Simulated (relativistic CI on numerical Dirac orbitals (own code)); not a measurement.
Sensitivity of the levels of Tb³⁷⁺ to α and to the nuclear radius

Computed by Dirac-Coulomb-Breit CI, KLI orbitals optimised for each configuration, derivatives by finite differences, unscaled Slater integrals, QED left out (own radial code, finite nucleus).

Configurations in the expansion (outside the closed core [Ne] 3s2): 3p6 3d10, 3p6 3d9 4s, 3p6 3d9 4p, 3p6 3d9 4d, 3p5 3d10 4s, 3p6 3d9 4f, 3p5 3d10 4p, 3p6 3d8 4s2. Levels of other configurations are missing.

With x = (α/α₀)² − 1 an excitation energy changes as ω = ω₀ + qx; K = 2q/ω₀ is the relative enhancement. Terms are leading LS components, so labels can repeat. The field-shift factor is F = δν/δ⟨r²⟩ for the transition from the lowest level.

Lowest level 3p6 3d10 1S_0.

| Level | ω₀ (cm⁻¹) | q (cm⁻¹) | F (GHz/fm²) |
| --- | --- | --- | --- |
| 3p6 3d9 4s 3D_3 | 8685797 | -819900 | 928 |
| 3p6 3d9 4s 1D_2 | 8698238 | -818300 | 926 |
| 3p6 3d9 4s 3D_1 | 8967470 | -536900 | 932 |
| 3p6 3d9 4s 3D_2 | 8975935 | -537000 | 931 |
| 3p6 3d9 4p 3P°_2 | 9304481 | -740500 | 102 |
| 3p6 3d9 4p 3F°_3 | 9314324 | -743000 | 101 |
| 3p6 3d9 4p 3F°_2 | 9588096 | -460000 | 105 |
| 3p6 3d9 4p 3D°_1 | 9608575 | -454000 | 105 |
| 3p6 3d9 4p 3F°_4 | 9721762 | -258100 | 64.8 |
| 3p6 3d9 4p 1D°_2 | 9734700 | -260700 | 66.6 |
| 3p6 3d9 4p 1P°_1 | 9741565 | -258500 | 67.7 |
| 3p6 3d9 4p 3D°_3 | 9755011 | -256900 | 64.9 |
| 3p6 3d9 4p 3P°_0 | 9979128 | 27020 | 70.9 |
| 3p6 3d9 4p 3D°_1 | 10011416 | 22490 | 70.4 |
| 3p6 3d9 4p 3F°_3 | 10013019 | 24540 | 69.5 |
| 3p6 3d9 4p 3D°_2 | 10030541 | 24530 | 69.9 |
| 3p6 3d9 4d 3S_1 | 10654581 | -219600 | 70.3 |
| 3p6 3d9 4d 3G_4 | 10690352 | -227100 | 70 |
| 3p6 3d9 4d 3D_2 | 10698197 | -224600 | 70.2 |
| 3p6 3d9 4d 3F_3 | 10713930 | -224800 | 70.1 |
| 3p6 3d9 4d 1P_1 | 10759284 | -140300 | 71.4 |
| 3p6 3d9 4d 3G_5 | 10769267 | -137200 | 71.5 |
| 3p6 3d9 4d 3D_3 | 10794448 | -135800 | 71.6 |

At this charge energies of transitions that change n are usually good to better than 1 %, and those within a shell (Δn = 0) to a few per cent.

Question: Which transition from the lowest level has the largest |K|?

Answer: 3p6 3d9 4s 3D_3 at 8685797 cm⁻¹, K = -0.189.
